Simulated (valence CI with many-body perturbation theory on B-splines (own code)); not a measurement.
## E1 transitions of Cs41+

Calculated by valence CI with perturbative core correlation (CI+MBPT): four valence electrons over a frozen Dirac-Fock core [Ne], a basis of 11 s, 11 p, 9 d, 7 f, 5 g, 2 h, 1 i functions for each j, with the one-electron correlation potential Σ1, the two-electron term Σ2, the three-electron term Σ3, Breit, model QED; selected CI, second order for the rest (own B-spline code, finite nucleus).

No measured spectrum was set against this ion. As an estimate, large intervals hold to a few tenths of a per cent, small ones and those within an open d or f shell to about a per cent.

Lines 51 to 100 of 217 in falling wavelength, among levels below 36.719 Ry, chosen from the strongest by gf and those to the six lowest levels. Wavelengths and rates use the calculated energies. Electric multipoles are in the length gauge, E1 and E2 with the static RPA response of the core. Weak lines are less certain than strong ones. Lines between different terms over intervals too small for the method are left out, as are lines whose strength nearly cancels. The highest levels of a list are the least certain.

Levels are named by their leading jj configuration (3d3/2^4 stands for four electrons in 3d with j = 3/2), which in mixed levels can hold well under half, so a name can repeat and another be missing. Letters in brackets count levels of one name in rising energy.

| λ vac (nm) | Upper | Lower | A (s⁻¹) | S (a.u.) |
| --- | --- | --- | --- | --- |
| 10.37 | (3s 3p1/2 3p3/2 3d3/2) J=2 [b] | (3s 3p1/2 3p3/2^2) J=1 [a] | 2.93e+09 | 8.08e-03 |
| 10.28 | (3s 3p1/2 3p3/2^2) J=1 [a] | (3s^2 3p3/2^2) J=2 | 4.12e+09 | 6.63e-03 |
| 10.20 | (3s 3p1/2^2 3d5/2) J=2 | (3s 3p1/2 3p3/2^2) J=2 [a] | 4.47e+09 | 1.17e-02 |
| 10.15 | (3s 3p1/2 3p3/2 3d3/2) J=2 [a] | (3s 3p1/2 3p3/2^2) J=3 | 1.19e+10 | 3.06e-02 |
| 10.12 | (3p1/2^2 3p3/2^2) J=0 | (3s 3p1/2 3p3/2^2) J=1 [a] | 3.18e+10 | 1.63e-02 |
| 10.07 | (3s 3p1/2 3p3/2 3d3/2) J=1 [d] | (3s^2 3p3/2 3d3/2) J=2 | 5.22e+09 | 7.89e-03 |
| 9.989 | (3s 3p1/2 3p3/2^2) J=2 [b] | (3s^2 3p3/2^2) J=2 | 9.85e+09 | 2.42e-02 |
| 9.899 | (3s 3p1/2^2 3p3/2) J=1 | (3s^2 3p1/2 3p3/2) J=1 | 4.10e+09 | 5.89e-03 |
| 9.825 | (3s 3p1/2 3p3/2 3d3/2) J=2 [a] | (3s^2 3p1/2 3d5/2) J=2 | 3.71e+09 | 8.69e-03 |
| 9.818 | (3s 3p1/2 3p3/2 3d5/2) J=3 [c] | (3s^2 3p3/2 3d5/2) J=4 | 1.04e+10 | 3.40e-02 |
| 9.793 | (3s 3p1/2 3p3/2 3d5/2) J=4 [c] | (3s^2 3p3/2 3d5/2) J=4 | 6.92e+09 | 2.89e-02 |
| 9.718 | (3s 3p1/2 3p3/2 3d3/2) J=2 [e] | (3s^2 3p3/2 3d3/2) J=3 | 1.22e+10 | 2.76e-02 |
| 9.464 | (3s 3p1/2 3p3/2^2) J=1 [b] | (3s^2 3p3/2^2) J=2 | 7.95e+09 | 9.97e-03 |
| 9.359 | (3s 3p1/2 3p3/2 3d3/2) J=3 [a] | (3s 3p1/2 3p3/2^2) J=3 | 2.15e+09 | 6.07e-03 |
| 9.358 | (3s 3p1/2^2 3d3/2) J=1 | (3s 3p1/2^2 3p3/2) J=1 | 6.28e+09 | 7.62e-03 |
| 9.315 | (3s 3p1/2 3p3/2 3d3/2) J=2 [b] | (3s 3p1/2 3p3/2^2) J=3 | 1.74e+10 | 3.47e-02 |
| 9.171 | (3s 3p1/2 3p3/2 3d3/2) J=2 [c] | (3s 3p1/2 3p3/2^2) J=2 [b] | 7.36e+09 | 1.40e-02 |
| 8.611 | (3s^2 3p1/2 3d3/2) J=2 | (3s^2 3p1/2 3p3/2) J=2 | 1.71e+09 | 2.69e-03 |
| 8.286 | (3s 3p1/2 3p3/2 3d3/2) J=2 [a] | (3s 3p1/2 3p3/2^2) J=2 [a] | 3.80e+09 | 5.33e-03 |
| 8.236 | (3s^2 3p1/2 3d3/2) J=2 | (3s^2 3p1/2 3p3/2) J=1 | 8.78e+07 | 1.21e-04 |
| 8.152 | (3s^2 3p3/2 3d3/2) J=1 | (3s^2 3p3/2^2) J=0 | 1.82e+08 | 1.46e-04 |
| 8.116 | (3s 3p1/2^2 3d3/2) J=1 | (3s 3p1/2^2 3p3/2) J=2 | 2.25e+09 | 1.78e-03 |
| 8.058 | (3s 3p1/2 3p3/2 3d3/2) J=3 [b] | (3s 3p1/2 3p3/2^2) J=3 | 2.98e+09 | 5.38e-03 |
| 8.053 | (3s 3p1/2 3p3/2 3d3/2) J=2 [b] | (3s^2 3p1/2 3d5/2) J=3 | 4.35e+09 | 5.61e-03 |
| 7.907 | (3s 3p1/2^2 3d3/2) J=2 | (3s 3p1/2^2 3p3/2) J=2 | 6.90e+09 | 8.42e-03 |
| 7.627 | (3s 3p1/2 3p3/2 3d3/2) J=4 | (3s^2 3p1/2 3d5/2) J=3 | 2.42e+09 | 4.77e-03 |
| 7.504 | (3s 3p1/2 3p3/2^2) J=2 [a] | (3s^2 3p1/2 3p3/2) J=2 | 1.03e+09 | 1.07e-03 |
| 7.477 | (3s^2 3p3/2 3d3/2) J=2 | (3s^2 3p3/2^2) J=2 | 7.77e+08 | 8.02e-04 |
| 7.466 | (3s^2 3p3/2 3d3/2) J=3 | (3s^2 3p3/2^2) J=2 | 4.01e+09 | 5.76e-03 |
| 7.453 | (3s^2 3p3/2 3d3/2) J=1 | (3s^2 3p3/2^2) J=2 | 2.42e+07 | 1.48e-05 |
| 7.376 | (3s 3p1/2^2 3d5/2) J=2 | (3s 3p1/2^2 3p3/2) J=1 | 1.78e+10 | 1.77e-02 |
| 7.371 | (3s^2 3p3/2 3d5/2) J=2 | (3s^2 3p3/2^2) J=2 | 6.62e+09 | 6.54e-03 |
| 7.313 | (3s 3p1/2 3p3/2 3d5/2) J=3 [a] | (3s 3p1/2 3p3/2^2) J=3 | 1.17e+10 | 1.58e-02 |
| 7.231 | (3s^2 3p1/2 3d3/2) J=1 | (3s^2 3p1/2 3p3/2) J=2 | 3.12e+09 | 1.75e-03 |
| 7.218 | (3s 3p1/2 3p3/2^2) J=2 [a] | (3s^2 3p1/2 3p3/2) J=1 | 3.94e+09 | 3.66e-03 |
| 7.216 | (3s^2 3p1/2 3d5/2) J=3 | (3s^2 3p1/2 3p3/2) J=2 | 1.62e+10 | 2.10e-02 |
| 7.144 | (3s 3p1/2 3p3/2 3d5/2) J=3 [a] | (3s^2 3p1/2 3d5/2) J=2 | 9.35e+09 | 1.18e-02 |
| 6.980 | (3s 3p1/2 3p3/2 3d5/2) J=2 [b] | (3s 3p1/2 3p3/2^2) J=3 | 2.01e+10 | 1.68e-02 |
| 6.965 | (3s^2 3p1/2 3d3/2) J=1 | (3s^2 3p1/2 3p3/2) J=1 | 4.70e+06 | 2.35e-06 |
| 6.944 | (3s 3p1/2 3p3/2 3d5/2) J=0 | (3s 3p1/2 3p3/2^2) J=1 [b] | 1.24e+11 | 2.05e-02 |
| 6.938 | (3s 3p1/2 3p3/2 3d5/2) J=4 [b] | (3s 3p1/2 3p3/2^2) J=3 | 3.58e+10 | 5.31e-02 |
| 6.907 | (3s 3p1/2 3p3/2 3d5/2) J=3 [b] | (3s 3p1/2 3p3/2^2) J=3 | 5.76e+09 | 6.56e-03 |
| 6.898 | (3s 3p1/2 3p3/2 3d3/2) J=2 [c] | (3s 3p1/2 3p3/2^2) J=2 [a] | 5.32e+09 | 4.31e-03 |
| 6.873 | (3s 3p1/2^2 3d5/2) J=3 | (3s 3p1/2^2 3p3/2) J=2 | 4.69e+10 | 5.26e-02 |
| 6.838 | (3s 3p1/2 3p3/2 3d3/2) J=3 [b] | (3s 3p1/2 3p3/2^2) J=2 [a] | 2.13e+10 | 2.35e-02 |
| 6.802 | (3s 3p1/2 3p3/2 3d5/2) J=2 [d] | (3s 3p1/2 3p3/2^2) J=1 [b] | 1.22e+11 | 9.44e-02 |
| 6.787 | (3s 3p1/2 3p3/2 3d5/2) J=3 [d] | (3s 3p1/2 3p3/2^2) J=2 [b] | 1.38e+11 | 1.49e-01 |
| 6.771 | (3s 3p1/2 3p3/2 3d5/2) J=2 [c] | (3s 3p1/2 3p3/2^2) J=2 [b] | 3.43e+10 | 2.63e-02 |
| 6.765 | (3s^2 3p3/2 3d5/2) J=1 | (3s^2 3p3/2^2) J=0 | 7.66e+10 | 3.51e-02 |
| 6.756 | (3s 3p1/2 3p3/2 3d5/2) J=3 [b] | (3s^2 3p1/2 3d5/2) J=2 | 3.69e+10 | 3.93e-02 |
